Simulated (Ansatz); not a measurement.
Reaction (ligand exchange at a B–C bond): `CBC(Cl)=C=S` + `OCO` → `CBOCO` + `S=C=CCl`

Gas-phase electronic energies from Ansatz, PBE0-D4/def2-TZVP geometries. CCSD(T)/CBS adds triple-zeta CCSD(T) − MP2 to the extrapolated MP2 energy (def2 sets, frozen cores). This one scheme is used for every species. Functionals use def2-TZVPP. B3LYP here is the variant with VWN-RPA as its local correlation; programs differ in this. One conformer a species, not always the lowest.

Is it downhill or uphill in electronic energy at CCSD(T)/CBS, and by how much? (An estimate is asked.)

Ansatz gave: Downhill: ΔE = -68.9 kJ/mol.

What do these levels give: B3LYP-D4, ωB97X-V, PBE, PBE0, HF/def2-TZVPP, MP2/def2-TZVPP, SCS-MP2/def2-TZVPP, CCSD(T)/def2-TZVPP, HF/def2-QZVPP, MP2/def2-QZVPP, HF/CBS(def2), CCSD/CBS(def2)? (Best estimate.)

Computed: B3LYP-D4 -68.3, ωB97X-V -72.9, PBE -61.5, PBE0 -65.6, HF/def2-TZVPP -85.0, MP2/def2-TZVPP -62.3, SCS-MP2/def2-TZVPP -69.3, CCSD(T)/def2-TZVPP -71.4, HF/def2-QZVPP -85.7, MP2/def2-QZVPP -61.1, HF/CBS(def2) -85.8, CCSD/CBS(def2) -73.1 kJ/mol.

Largest T1 diagnostic among the species: 0.015.

In def2-TZVPP, CCSD(T) changes the Hartree–Fock value by +13.6 kJ/mol (the triples alone add +4.2 kJ/mol) and MP2 by +22.7 kJ/mol. From PBE to PBE0 (25 % exact exchange), in def2-TZVPP and without D4, ΔE moves by −4.0 kJ/mol.
